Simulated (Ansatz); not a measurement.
CH₄GeN₂. The species carries charge 0 and has multiplicity 1. The bonds changed during the relaxation, so this is another structure than the one it started from.

Cartesian coordinates in Å:
```
N 0.162 0.608 -1.697
Ge 1.090 0.496 -0.143
C -0.455 -1.403 1.905
N -1.286 -0.613 1.854
H 0.236 -0.092 -2.417
H -0.524 1.313 -1.914
H 0.468 1.838 0.447
H 0.310 -2.147 1.964
```

(1) What are the harmonic wavenumbers in cm⁻¹ at PBE0-D4/def2-TZVP (Ansatz, finite differences of forces, unscaled)? (Best estimate.)

(2) Is this a minimum?

(3) Give the ideal-gas thermochemistry at 298.15 K and 1 bar (rigid rotor, harmonic oscillator; point group C1, symmetry number 1).

Answers

(1) Ansatz gave: 37, 54, 63, 101, 193, 470, 641, 687, 720, 765, 780, 883, 1571, 1922, 2208, 3453, 3593, 3705.

(2) Yes, all 18 modes are real.

(3) Zero-point energy 130.7 kJ/mol; H(298) − E = 152.8 kJ/mol; entropy 373.3 J/(mol·K), of which translation 168.2, rotation 111.4, vibration 93.7; G(298) − E = 41.5 kJ/mol. Modes under 100 cm⁻¹ are hindered rotations or soft bends, so the harmonic entropy is rough.
